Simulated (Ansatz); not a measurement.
Reactions of C3H6BCl (`CC=CBCl`).

Calculated with Ansatz (gas phase, PBE0-D4/def2-TZVP geometries, no zero-point term in ΔE). CBS: MP2 limit from def2 TZ/QZ plus the TZ coupled-cluster correction, frozen cores. This one scheme is used for every species. Double bonds are as drawn, so ΔE can hold a change between cis and trans. Functionals use def2-TZVPP. B3LYP here is the variant with VWN-RPA as its local correlation; programs differ in this. For Ge outer-core shells are correlated without core-valence functions, which leaves a few kJ/mol of doubt a bond. Scalar relativity is left out up to krypton. Each species was taken in one conformer, which may not be the lowest.

```json
{"reaction": "`C/C=C\\BCl` + H₂O → `C/C=C/O` + `BCl`", "B3LYP-D4 (kJ/mol)": "92", "CCSD(T)/CBS(def2) (kJ/mol)": "100"}
{"reaction": "`C/C=C\\BCl` + `BBC` → `BB(C)BCl` + `C=CC`", "B3LYP-D4 (kJ/mol)": "31", "CCSD(T)/CBS(def2) (kJ/mol)": "29"}
{"reaction": "`C/C=C\\BCl` + `[SH][GeH3]` → `C[S][GeH3]` + `C=CBCl`", "B3LYP-D4 (kJ/mol)": "24", "CCSD(T)/CBS(def2) (kJ/mol)": "22"}
{"reaction": "`C/C=C\\BCl` + `[OH][Ge][OH]` → `C[O][Ge][OH]` + `C=CBCl`", "B3LYP-D4 (kJ/mol)": "55", "CCSD(T)/CBS(def2) (kJ/mol)": "58"}
{"reaction": "`C/C=C\\BCl` + `B[SiH2]F` → `B[SiH](F)BCl` + `C=CC`", "B3LYP-D4 (kJ/mol)": "49", "CCSD(T)/CBS(def2) (kJ/mol)": "46"}
{"reaction": "`C/C=C\\BCl` + SiH₄ → `[SiH3]BCl` + `C=CC`", "B3LYP-D4 (kJ/mol)": "55", "CCSD(T)/CBS(def2) (kJ/mol)": "50"}
```

Largest T1 diagnostic: 0.015, for `C[O][Ge][OH]`.
